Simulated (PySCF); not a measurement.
## Relaxation of singlet HfCl₃⁺

Level of theory: PBE0 in PySCF with Hf def2-TZVP with ECP60, Cl def2-TZVP; scalar-relativistic core potentials, no spin–orbit coupling; density-fitted integrals. A (50,194) grid was used.

A hand-made trigonal pyramidal start, of C3v symmetry, held to at least that symmetry:

```xyz
4
charge 1 multiplicity 1, angstrom
Hf    0.0000    0.0000   -0.4253
Cl    2.1719    0.0000    0.7295
Cl   -1.0859    1.8809    0.7295
Cl   -1.0859   -1.8809    0.7295
```

At each step, columns x, y, z (Å) and Fx, Fy, Fz (eV/Å):

```
step 0  E − E(last) = 123.88 kJ/mol
Hf   0.000   0.000  -0.425   0.009   0.000   5.323
Cl   2.172   0.000   0.729  -2.657   0.000  -1.778
Cl  -1.086   1.881   0.730   1.324  -2.292  -1.772
Cl  -1.086  -1.881   0.730   1.324   2.292  -1.772
step 1  E − E(last) = 16.84 kJ/mol
Hf   0.000   0.000  -0.266  -0.027   0.000   2.098
Cl   2.122   0.000   0.676  -1.199   0.000  -0.722
Cl  -1.061   1.837   0.676   0.613  -1.049  -0.688
Cl  -1.061  -1.837   0.676   0.613   1.049  -0.688
step 2  E − E(last) = 3.17 kJ/mol
Hf   0.000   0.000  -0.189  -0.030   0.000  -0.632
Cl   2.062   0.000   0.651   0.648   0.000   0.193
Cl  -1.031   1.786   0.651  -0.309   0.550   0.219
Cl  -1.031  -1.786   0.651  -0.309  -0.550   0.219
step 3  E − E(last) = 0.34 kJ/mol
Hf   0.000   0.000  -0.187  -0.033   0.000   0.177
Cl   2.096   0.000   0.650  -0.015   0.000  -0.078
Cl  -1.048   1.815   0.650   0.024  -0.026  -0.050
Cl  -1.048  -1.815   0.650   0.024   0.026  -0.050
step 4  E − E(last) = 0.14 kJ/mol
Hf   0.000   0.000  -0.173  -0.034   0.000   0.099
Cl   2.102   0.000   0.645   0.007   0.000  -0.050
Cl  -1.051   1.820   0.646   0.014  -0.009  -0.025
Cl  -1.051  -1.820   0.646   0.014   0.009  -0.025
step 5  E − E(last) = 0.00 kJ/mol
Hf   0.000   0.000  -0.150  -0.034   0.000   0.018
Cl   2.114   0.000   0.638   0.010   0.000  -0.019
Cl  -1.057   1.831   0.638   0.012  -0.006   0.000
Cl  -1.057  -1.831   0.638   0.012   0.006   0.000
step 6  E − E(last) = 0.00 kJ/mol
Hf   0.000   0.000  -0.146  -0.033   0.000   0.003
Cl   2.116   0.000   0.636   0.013   0.000  -0.013
Cl  -1.058   1.832   0.636   0.010  -0.003   0.005
Cl  -1.058  -1.832   0.636   0.010   0.003   0.005
```

It ends at C3v with Hf–Cl 2.256 Å (×3); Cl–Hf–Cl 109.3° (×3) (after a last refinement on a finer grid). A frequency run shows a minimum.

No spin–orbit coupling is included, which matters more the heavier the element.

The relaxation took 50 s on 4 threads of a shared Arm Neoverse V1 host, with 151 basis functions and 7 gradients; the process peaked at 0.84 GiB. Launch command: `OMP_NUM_THREADS=4 python axn.py task.json out`.
